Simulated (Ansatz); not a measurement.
Geometry optimisation, RHF/6-31G* in Ansatz.

Input:

```yaml
crystal:
  periodic: [false, false, false]
  atoms:
    - { symbol: Al, position_ang: [0.091885, 0.63738, -0.300984] }
    - { symbol: O, position_ang: [-0.244541, -0.228072, 2.511101] }
    - { symbol: H, position_ang: [-1.066059, -0.62009, 2.78192] }
    - { symbol: F, position_ang: [1.527699, 0.051285, -0.793544] }
    - { symbol: F, position_ang: [-1.29367, -0.045841, -0.814238] }
    - { symbol: S, position_ang: [-0.025177, 2.569538, 0.821141] }
    - { symbol: H, position_ang: [1.284773, 2.775775, 0.908206] }
    - { symbol: H, position_ang: [-0.34281, 0.732125, 2.647299] }
basis:
  gaussian: { orbitals: "6-31G*" }
hamiltonian:
  xc: hf
relax:
  f_tol: 0.03
  max_steps: 50
```

Command:

```bash
$ ansatz run input.yaml --threads 1 --pin off --max-ram 2048MiB --backend cpu --events-out ev --progress --plain --runs-dir out
```

Where does it end, and by what steps?

The run converged. After 10 steps the energy has fallen by 0.925 eV; H3 moved furthest, 0.71 Å. Joined: Al1–O2 (2.96 → 1.97 Å).

```tsv
step	energy less start (eV)	largest force component (eV/Å)	accepted
0	0.0000	1.344	yes
1	-0.1344	1.814	yes
2	-0.4123	1.799	yes
3	-0.7651	1.568	yes
4	-0.8560	1.008	yes
5	-0.8993	0.274	yes
6	-0.9066	0.320	yes
7	-0.9176	0.314	yes
8	-0.9226	0.125	yes
9	-0.9242	0.040	yes
10	-0.9245	0.020	yes
```

```xyz
8
Properties=species:S:1:pos:R:3
Al 0.020 0.622 0.238
O -0.249 -0.143 2.039
H -0.977 -0.758 2.090
F 1.438 -0.041 -0.256
F -1.365 -0.043 -0.359
S 0.031 2.792 0.676
H 1.345 2.962 0.575
H -0.310 0.481 2.758
```

The run took 27 s on 1 thread of Arm Neoverse V1 (shared host), peak memory 0.16 GiB.
